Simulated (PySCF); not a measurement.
# TeH4: breathing scan

All numbers come from PBE0 in PySCF with Te def2-TZVP with ECP28, H def2-TZVP; scalar-relativistic core potentials, no spin–orbit coupling; density-fitted integrals.

Rigid scan from the singlet minimum (Te–H 1.729 Å (×4); H–Te–H 82.5° (×4), H–Te–H 137.7° (×2)). Coordinate: all bonds to the central atom scaled together. Energies in kJ/mol from the minimum.

**Question.** Predict the curve at 0.88, 0.92, 0.96, 1.00, 1.04, 1.08, 1.14, 1.22, 1.35.

**Answer.** 
```
scale of all bonds to the centre  E (kJ/mol)  dipole size (D)
                            0.88       157.7             0.21
                            0.92        62.8             0.30
                            0.96        14.2             0.40
                            1.00         0.0             0.50
                            1.04        11.3             0.60
                            1.08        41.3             0.71
                            1.14       110.1             0.86
                            1.22       227.9             1.04
                            1.35       441.7             1.24
```

At long bonds a restricted determinant can lie too high, and another spin state can fall below this curve.

The scan took 6.8 s on 2 threads of a shared Arm Neoverse V1 host; the process peaked at 0.97 GiB. Launch command: `OMP_NUM_THREADS=2 python axn.py task.json out`.
